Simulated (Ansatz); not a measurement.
`FC[CH](F)[GeH3]` and `F[CH]([GeH3])Br` differ in one atom or group.

Ansatz, PBE0-D4/def2-TZVP geometries, multiplicity 1. Each molecule was computed in one conformer, which needn't be the lowest.

Scalar relativity is left out up to krypton.

```
                             property  `FC[CH](F)[GeH3]`
HOMO energy (ωB97M-V/def2-TZVPP) / eV             -10.89
HOMO–LUMO gap (B3LYP/def2-TZVPP) / eV               8.67
LUMO energy (ωB97M-V/def2-TZVPP) / eV               2.16
   LUMO energy (PBE0/def2-TZVPP) / eV               0.53
    HOMO energy (PBE/def2-TZVPP) / eV              -7.17
  LUMO energy (B3LYP/def2-TZVPP) / eV               0.24
```

(1) Give the same properties after the change, and the shifts. (Best estimate.)

Answers

(1) The calculation gave: 
```
                             property  `F[CH]([GeH3])Br`  shift
HOMO energy (ωB97M-V/def2-TZVPP) / eV             -10.13   0.76
HOMO–LUMO gap (B3LYP/def2-TZVPP) / eV               6.94  -1.73
LUMO energy (ωB97M-V/def2-TZVPP) / eV               1.50  -0.66
   LUMO energy (PBE0/def2-TZVPP) / eV              -0.49  -1.02
    HOMO energy (PBE/def2-TZVPP) / eV              -6.64   0.53
  LUMO energy (B3LYP/def2-TZVPP) / eV              -0.76  -1.00
```

With PBE0 the HOMO rises by 0.71 eV and the LUMO falls by 1.02 eV, so the gap narrows by about 1.73 eV. PBE moves the HOMO by 0.53 eV and ωB97M-V by 0.76 eV.

B3LYP here is the variant with VWN-RPA as its local correlation; programs differ in this.

Spin–orbit coupling is left out; it splits and shifts lone-pair levels of the heavy atoms by tenths of an eV.
